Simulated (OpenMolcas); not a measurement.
# Si III: CASPT2 settings compared

* Program: OpenMolcas
* Basis: ANO-L-VQZP [6s5p3d2f]
* Scalar Hamiltonian: non-relativistic, point nucleus
* Active space: 2 electrons in 4 orbitals (3s 3p)
* State averaging: 2S+1 = 3 even, 3 roots (0 in the spin-orbit step); 2S+1 = 1 even, 1 root; 2S+1 = 3 odd, 3 roots; 2S+1 = 1 odd, 3 roots
* Spin-orbit coupling: state interaction with AMFI integrals over the reference wave functions, term energies averaged over their components

Methods on the same reference wave functions:
A. CASSCF
B. SS-CASPT2, IPEA 0 Eh, imaginary shift 0.2 Eh (closed shells correlated: 2s 2p)
C. SS-CASPT2, IPEA 0.35 Eh, imaginary shift 0.25 Eh (closed shells correlated: 2s 2p)
D. SS-CASPT2, IPEA 0.3 Eh, sigma2 regulariser 0.2 Eh (closed shells correlated: none)

Energies in eV above 3s2 1S0, the measured ground level; measured values from NIST levels in Kelleher and Podobedova, J. Phys. Chem. Ref. Data 37, 1285 (2008).

```json
{"Level": "3s2 1S0", "A": "0.0000", "B": "0.0000", "C": "0.0000", "D": "0.0000", "Measured": "0.0000"}
{"Level": "3s 3p 3P* 0", "A": "6.4725", "B": "6.407", "C": "6.429", "D": "6.386", "Measured": "6.5370"}
{"Level": "3s 3p 3P* 1", "A": "6.4858", "B": "6.420", "C": "6.442", "D": "6.400", "Measured": "6.5530"}
{"Level": "3s 3p 3P* 2", "A": "6.5124", "B": "6.446", "C": "6.469", "D": "6.426", "Measured": "6.5854"}
{"Level": "3s 3p 1P* 1", "A": "11.5609", "B": "10.432", "C": "10.587", "D": "10.581", "Measured": "10.2764"}
```

Deviations, from unrounded energies. A percentage is the sum of absolute deviations over the sum of measured energies, with the sign that they share, or ± where signs differ.

```csv
Against measurement,Levels,A,B,C,D
mean absolute deviation (cm-1),4,3000,1100,1300,1500
other configurations (%),4,±5.0,±1.9,±2.2,±2.6
```

B lies closest to measurement on these levels and A furthest from it. The largest miss of B in the table is 3s 3p 1P* 1, by +1300 cm-1. The ranking rests on the paired levels alone, and a cruder setting can come out closer through cancelling errors.

Among B to D the level of the table that moves most is 3s 3p 1P* 1, by 1300 cm-1 (lowest in B, highest in C).

The lowest spin-free term lies below A's lowest term by 0.034 hartree in B, 0.034 hartree in C, 0.002 hartree in D.

Measured partners are found by configuration, term and J. A level has none where our copy of the source lacks it or the pairing is in doubt (some pairs that miss far off the trend of their configuration count as doubtful), and it then counts in no deviation. Levels of configurations outside the active space are missing.

* marks odd parity.
